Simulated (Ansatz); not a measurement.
`[SbH2][I]`, one more setting.

```yaml
crystal:
  periodic: [false, false, false]
  atoms:
    - {symbol: Sb, position_ang: [-0.523745, 0.181194, 0.641677]}
    - {symbol: I, position_ang: [2.168645, 0.272026, 0.234335]}
    - {symbol: H, position_ang: [-0.897711, 0.874418, -0.877107]}
    - {symbol: H, position_ang: [-0.691590, -1.387936, -0.019206]}
basis:
  gaussian: {orbitals: def2-mTZVP}
magnetization: {spin_polarized: true, initial_magnetization: 2}
hamiltonian: {xc: {name: HF}}
correlation: {active_space: {window: {electrons: 40, orbitals: 30}}}
```

```sh
$ ansatz run in.yaml --threads 2 --pin off --events-out ev --progress --plain --max-ram 4352MiB
```

Shortened log:

```
Error: invalid value for `correlation.active_space`: it starts from restricted Hartree–Fock orbitals; set hamiltonian.xc: hf without magnetization.spin_polarized
```
